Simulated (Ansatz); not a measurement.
Correlation energies of AlBGeH₆OSi (`[GeH3][SiH]1[BH][AlH][O]1`) by basis set

Z-matrix (Å, degrees):
```
Si
B 1 2.017
Al 1 2.627 2 53.4
Ge 1 2.390 2 113.2 3 -114.9
O 1 1.677 2 93.9 3 0.4
H 1 1.493 2 117.0 3 116.7
H 2 1.189 1 137.4 3 177.8
H 3 1.582 1 161.5 2 178.7
H 4 1.539 1 110.2 2 -79.6
H 4 1.539 1 111.8 2 159.4
H 4 1.541 1 110.4 2 39.5
```

The species carries charge 0 and has multiplicity 1. Correlated methods include outer-core shells of Ge, which these sets cover unevenly. Scalar relativity is left out up to krypton. All single points use the PBE0-D4/def2-TZVP geometry. Frozen core, restricted reference, the Gaussian-basis code of Ansatz.

| basis | HF (Eh) | MP2 corr. | CCSD corr. | (T) | CCSD(T) total |
| --- | --- | --- | --- | --- | --- |
| def2-SVP | ? | -0.64602 | ? | ? | ? |
| def2-TZVPP | -2709.34023 | -0.77992 | ? | -0.03264 | ? |
| def2-QZVPP | -2709.40313 | -1.08377 | – | – | – |

Task: Fill in the withheld values. (An estimate is asked.)

Result: The calculation gave: def2-SVP HF (Eh): -2708.75864; def2-SVP CCSD corr.: -0.69565; def2-SVP (T): -0.02101; def2-SVP CCSD(T) total: -2709.47530; def2-TZVPP CCSD corr.: -0.82846; def2-TZVPP CCSD(T) total: -2710.20133.
